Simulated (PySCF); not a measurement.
## NiH₃: from structure and modes to constants

Method: PySCF, UPBE0, basis Ni def2-TZVP, H def2-TZVP (no relativity, density fitting).

The doublet minimum has C2v symmetry. Masses (u): Ni 57.93535, H 1.00782.

```xyz
4
charge 0 multiplicity 2, angstrom
Ni    0.0000    0.0000    0.0292
H     0.3989    0.0000   -1.6124
H    -0.3989    0.0000   -1.6124
H     0.0000    0.0000    1.5452
```

Harmonic wavenumbers (cm⁻¹): 462.7 (b2, ×1), 560.3 (b1, ×1), 861.0 (a1, ×1), 1311.0 (b2, ×1), 1875.1 (a1, ×1), 3602.8 (a1, ×1).

Problem. Find the principal moments of inertia and the rotational constants. What kind of rotor is it?

Solution. About the centre of mass I = 0.32075, 7.6959, 8.0167 u Å². With B = 16.8576/I this gives 52.56, 2.19, 2.103 cm⁻¹. The molecule is an asymmetric top with κ = -1.00.

Problem. Find the vibrational entropy and heat capacity at 298.15 K.

Solution. With u = 1.43878 ω/T, each mode gives S = R[u/(eᵘ−1) − ln(1−e⁻ᵘ)] and C = R u² eᵘ/(eᵘ−1)².
| ω (cm⁻¹) | u | S (J/(mol K)) | C (J/(mol K)) |
| --- | --- | --- | --- |
| 462.7 | 2.233 | 3.17 | 5.58 |
| 560.3 | 2.704 | 2.19 | 4.67 |
| 861.0 | 4.155 | 0.68 | 2.32 |
| 1311.0 | 6.326 | 0.11 | 0.60 |
| 1875.1 | 9.049 | 0.01 | 0.08 |
| 3602.8 | 17.386 | 0.00 | 0.00 |
The sums over all modes are S = 6.2 and C = 13.3 J/(mol K); the softest mode gives 51 % of the entropy.

Problem. Give the standard entropy (298.15 K, 1 bar) by its translational, rotational, vibrational and spin parts, and Cp.

Solution. Sackur–Tetrode with M = 60.96 u gives 160.1; rotation with symmetry number 2 gives 55.2; vibration 6.2; spin R ln 2 = 5.8. The total is 227.2 J/(mol K), and Cp = 4 R + 13.3 = 46.5 J/(mol K).

Only a few start shapes were tried, so a lower isomer may exist. Other spin states or occupations of the open shell can lie lower.
